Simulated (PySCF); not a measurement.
Species: C7H11FO2S.
SMILES with atom numbers: `[O:1]=[S@@:2]1[C@H:3]2[CH2:4][CH2:5][C@:6]1([O:7][CH2:8][F:9])[CH2:10][CH2:11]2` (hydrogens: H12 on C3; H13, H14 on C4; H15, H16 on C5; H17, H18 on C8; H19, H20 on C10; H21, H22 on C11)

Computed geometry: GFN2-xTB, gas phase.

Task: What internal coordinates does the optimisation give?

Result: 
```json
{"bond": "O1=S2", "length (Å)": "1.466", "order": "double"}
{"bond": "S2–C3", "length (Å)": "1.850", "order": "single"}
{"bond": "C3–C4", "length (Å)": "1.520", "order": "single"}
{"bond": "C4–C5", "length (Å)": "1.539", "order": "single"}
{"bond": "C5–C6", "length (Å)": "1.522", "order": "single"}
{"bond": "C6–O7", "length (Å)": "1.404", "order": "single"}
{"bond": "O7–C8", "length (Å)": "1.374", "order": "single"}
{"bond": "C8–F9", "length (Å)": "1.378", "order": "single"}
{"bond": "C6–C10", "length (Å)": "1.522", "order": "single"}
{"bond": "C10–C11", "length (Å)": "1.538", "order": "single"}
{"bond": "S2–C6", "length (Å)": "1.884", "order": "single"}
{"bond": "C3–C11", "length (Å)": "1.521", "order": "single"}
{"bond": "C3–H12", "length (Å)": "1.087", "order": "single"}
{"bond": "C4–H13", "length (Å)": "1.091", "order": "single"}
{"bond": "C4–H14", "length (Å)": "1.090", "order": "single"}
{"bond": "C5–H15", "length (Å)": "1.090", "order": "single"}
{"bond": "C5–H16", "length (Å)": "1.090", "order": "single"}
{"bond": "C8–H17", "length (Å)": "1.095", "order": "single"}
{"bond": "C8–H18", "length (Å)": "1.097", "order": "single"}
{"bond": "C10–H19", "length (Å)": "1.090", "order": "single"}
{"bond": "C10–H20", "length (Å)": "1.091", "order": "single"}
{"bond": "C11–H21", "length (Å)": "1.090", "order": "single"}
{"bond": "C11–H22", "length (Å)": "1.091", "order": "single"}
```

Orders are formal, as drawn. A selection of angles:
```json
{"angle": "O1–S2–C3", "degrees": "108.8"}
{"angle": "O1–S2–C6", "degrees": "108.0"}
{"angle": "C3–S2–C6", "degrees": "79.2"}
{"angle": "S2–C3–C4", "degrees": "100.7"}
{"angle": "S2–C3–C11", "degrees": "103.1"}
{"angle": "S2–C3–H12", "degrees": "112.6"}
{"angle": "C4–C3–C11", "degrees": "111.5"}
{"angle": "C4–C3–H12", "degrees": "114.0"}
{"angle": "C11–C3–H12", "degrees": "113.7"}
{"angle": "C3–C4–C5", "degrees": "105.9"}
{"angle": "C3–C4–H13", "degrees": "110.8"}
{"angle": "C3–C4–H14", "degrees": "110.0"}
{"angle": "C5–C4–H13", "degrees": "111.6"}
{"angle": "C5–C4–H14", "degrees": "110.7"}
{"angle": "H13–C4–H14", "degrees": "107.8"}
{"angle": "C4–C5–C6", "degrees": "106.2"}
{"angle": "C4–C5–H15", "degrees": "111.8"}
{"angle": "C4–C5–H16", "degrees": "112.3"}
{"angle": "C6–C5–H15", "degrees": "108.7"}
{"angle": "C6–C5–H16", "degrees": "110.1"}
{"angle": "H15–C5–H16", "degrees": "107.8"}
{"angle": "C5–C6–O7", "degrees": "109.6"}
{"angle": "C5–C6–C10", "degrees": "111.0"}
{"angle": "O7–C6–C10", "degrees": "117.8"}
{"angle": "S2–C6–C5", "degrees": "100.9"}
{"angle": "S2–C6–O7", "degrees": "114.1"}
{"angle": "S2–C6–C10", "degrees": "102.1"}
{"angle": "C6–O7–C8", "degrees": "117.5"}
{"angle": "O7–C8–F9", "degrees": "110.9"}
{"angle": "O7–C8–H17", "degrees": "107.4"}
{"angle": "O7–C8–H18", "degrees": "113.7"}
{"angle": "F9–C8–H17", "degrees": "106.3"}
{"angle": "F9–C8–H18", "degrees": "106.7"}
{"angle": "H17–C8–H18", "degrees": "111.6"}
{"angle": "C6–C10–C11", "degrees": "105.6"}
{"angle": "C6–C10–H19", "degrees": "110.0"}
{"angle": "C6–C10–H20", "degrees": "110.3"}
{"angle": "C11–C10–H19", "degrees": "110.2"}
{"angle": "C11–C10–H20", "degrees": "112.8"}
{"angle": "H19–C10–H20", "degrees": "107.9"}
{"angle": "C10–C11–H21", "degrees": "110.1"}
{"angle": "C10–C11–H22", "degrees": "111.9"}
{"angle": "C3–C11–C10", "degrees": "106.5"}
{"angle": "C3–C11–H21", "degrees": "109.4"}
```

Torsions: O1–S2–C3–C4 -165° (antiperiplanar); S2–C3–C4–C5 46° (synclinal); C3–C4–C5–C6 -2° (synperiplanar); C4–C5–C6–O7 -161° (antiperiplanar); C5–C6–O7–C8 -179° (antiperiplanar); C6–O7–C8–F9 84° (synclinal); C5–C6–C10–C11 -64° (synclinal); C6–C10–C11–C3 -1° (synperiplanar); O1–S2–C6–C5 164° (antiperiplanar); S2–C3–C11–C10 -41° (synclinal).

The 2 C–O bonds span 1.374 Å (O7–C8, drawn single) to 1.404 Å (C6–O7, drawn single), a spread of 0.030 Å. Of the pairs four or more bonds apart, O1···H18 is among the closest relative to their van der Waals radii: 2.44 Å, 90 % of the sum of Bondi's values. The 5-membered ring S2–C3–C11–C10–C6 has internal angles of 79.2° to 106.5° (sum 496°, against 540° for a flat polygon); it is puckered, 0.33 Å rms from its mean plane, widest ring torsion 57°. The 5-membered ring S2–C3–C4–C5–C6 has internal angles of 79.2° to 106.2° (sum 493°, against 540° for a flat polygon); it is puckered, 0.35 Å rms from its mean plane, widest ring torsion 59°. The 2 C–S bonds span 1.850 Å (S2–C3, drawn single) to 1.884 Å (S2–C6, drawn single), a spread of 0.034 Å. S2 (sulfinyl sulfur) is pyramidal (angles 108.8°, 108.0° and 79.2°, sum 296.0°, 0.79 Å off the plane of its three neighbours).

Point group: C1 (no symmetry element, even within 0.4 Å). GFN2-xTB frequencies: not computed here. The numbers are those of one conformer.
